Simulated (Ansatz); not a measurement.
Two isomers of C2H7FSSi: A = `FCSC[SiH3]`, B = `C[SiH](S)CF`.

Program: Ansatz. Geometries: PBE0-D4/def2-TZVP. ΔE: electronic, gas phase. CCSD(T)/CBS is the MP2 limit (def2-TZVPP, def2-QZVPP) plus CCSD(T) − MP2 in def2-TZVPP, frozen cores. Functionals use def2-TZVPP. B3LYP here is the variant with VWN-RPA as its local correlation; programs differ in this. One conformer a species, not always the lowest.

(1) Which isomer does CCSD(T)/CBS put lower? Give the gap. (An estimate is asked.)

(2) Give E(B) − E(A) in kcal/mol with HF/def2-TZVPP, MP2/def2-TZVPP, B3LYP-D4, CCSD(T)/def2-TZVPP, B3LYP, CCSD/def2-TZVPP, PBE0-D4. (Best estimate.)

Largest T1 diagnostic: 0.012.

## Answers

(1) Ansatz gave: B, by 33.0 kcal/mol.

(2) The calculation gave: HF/def2-TZVPP -33.8, MP2/def2-TZVPP -33.3, B3LYP-D4 -32.5, CCSD(T)/def2-TZVPP -32.8, B3LYP -32.8, CCSD/def2-TZVPP -33.4, PBE0-D4 -32.9. None reverses the order clearly.

From PBE to PBE0 (25 % exact exchange), in def2-TZVPP and without D4, E(B) − E(A) moves by −1.1 kcal/mol.
